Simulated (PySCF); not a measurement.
## Electron correlation in Al⁺ (aluminium, charge +1)

[Ne] 3s1 4s1, high-spin 3S determinant (an excited configuration). Computed with PySCF 2.14 in x2c-QZVPPall with one added diffuse shell each of s, p, d, f type (10s7p5d3f1g, 86 functions), with the spin-free X2C one-electron Hamiltonian (Gaussian nucleus). Frozen: 1s2; 10 electrons correlated.

| level | correlation energy (mhartree) |
| --- | --- |
| CCSD | -172.99 |
| (T) | -1.44 |
| CCSD(T) | -174.43 |

Diagnostics: T1 = 0.0075, D1 = 0.0303, largest double amplitude 0.054.

The outer electron is Rydberg-like, and this basis confines it to a smaller radius and binds it less than a complete one would.

Cost of the coupled-cluster step: of the order of 17 core-seconds, for 10 correlated electrons.

Iterations:

```
CC2 = 0
CCSD nocc = (np.int64(6), np.int64(4)), nmo = (85, 85)
frozen orbitals [[0], [0]]
max_cycle = 100
direct = 0
conv_tol = 1e-08
conv_tol_normt = 1e-06
diis_space = 8
diis_start_cycle = 0
Init t2, MP2 energy = -0.167005519938546
Init E_corr(UCCSD) = -0.167005519938854
cycle = 1  E_corr(UCCSD) = -0.170365453733637  dE = -0.00335993379  norm(t1,t2) = 0.034017
cycle = 2  E_corr(UCCSD) = -0.172116140700682  dE = -0.00175068697  norm(t1,t2) = 0.0168584
cycle = 3  E_corr(UCCSD) = -0.173051373428595  dE = -0.000935232728  norm(t1,t2) = 0.00917103
cycle = 4  E_corr(UCCSD) = -0.173018351678336  dE = 3.30217503e-05  norm(t1,t2) = 0.000698931
cycle = 5  E_corr(UCCSD) = -0.172987841518982  dE = 3.05101594e-05  norm(t1,t2) = 0.000159581
cycle = 6  E_corr(UCCSD) = -0.172991895089993  dE = -4.05357101e-06  norm(t1,t2) = 4.56919e-05
cycle = 7  E_corr(UCCSD) = -0.172991514966651  dE = 3.80123343e-07  norm(t1,t2) = 8.47444e-06
cycle = 8  E_corr(UCCSD) = -0.172991355146156  dE = 1.59820495e-07  norm(t1,t2) = 1.87932e-06
cycle = 9  E_corr(UCCSD) = -0.172991355717543  dE = -5.71386827e-10  norm(t1,t2) = 1.71436e-06
cycle = 10  E_corr(UCCSD) = -0.172991361733657  dE = -6.01611405e-09  norm(t1,t2) = 7.8171e-07
UCCSD converged
E(UCCSD) = -241.9075910454923  E_corr = -0.1729913617336568
UCCSD(T) correction = -0.00143731087477602
```

This basis was not built for core-valence correlation, so the inner-shell part is incomplete.
